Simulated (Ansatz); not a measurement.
Born–Oppenheimer molecular dynamics of H4O3Si (8 atoms, charge 0, multiplicity 1). It starts from a relaxed structure.

Level of theory: RKS PBE/6-31G (Ansatz 0.2.0).

```yaml
ensemble: NVT, Nosé–Hoover chain
time_step: 0.5 fs
steps_asked: 166
set_temperature: 300 K
thermostat: time constant 100 fs, chain length 3 (defaults)
seed: 129757
```

First frame:

```xyz
8
Properties=species:S:1:pos:R:3
Si -0.043 -0.062 0.229
H 0.067 0.199 1.699
O 1.500 -0.002 -0.535
H 1.745 -0.743 -1.131
O -1.105 1.184 -0.306
H -1.193 1.412 -1.256
O -0.586 -1.652 -0.197
H -1.479 -1.985 0.033
```

Task: How far do the bonds stretch over the last three quarters of this one trajectory? (Pairs bonded in most of those frames.)

Result: 
```json
{"bond": "Si1–H2", "mean (Å)": "1.506", "spread (Å)": "0.029", "shortest": "1.46", "longest": "1.55"}
{"bond": "Si1–O3", "mean (Å)": "1.725", "spread (Å)": "0.032", "shortest": "1.68", "longest": "1.78"}
{"bond": "Si1–O5", "mean (Å)": "1.721", "spread (Å)": "0.019", "shortest": "1.69", "longest": "1.75"}
{"bond": "Si1–O7", "mean (Å)": "1.734", "spread (Å)": "0.028", "shortest": "1.69", "longest": "1.78"}
{"bond": "O3–H4", "mean (Å)": "0.981", "spread (Å)": "0.005", "shortest": "0.97", "longest": "0.99"}
{"bond": "O5–H6", "mean (Å)": "0.985", "spread (Å)": "0.027", "shortest": "0.94", "longest": "1.03"}
{"bond": "O7–H8", "mean (Å)": "0.981", "spread (Å)": "0.013", "shortest": "0.96", "longest": "1.00"}
```

Mean temperature of the second half: 154 K. The conserved energy stayed within 0.18 meV per atom of its start (net change 0.06 meV per atom), so the integration is sound. The mean temperature of the second half is 49 % below the set value. A run of 0.083 ps of so small a system gives no equilibrium averages. Limits of this set-up: no polarisation functions.

Run time: 4.7 min on 1 thread of Arm Neoverse V1, with other jobs on the host, peak memory 0.089 GiB.
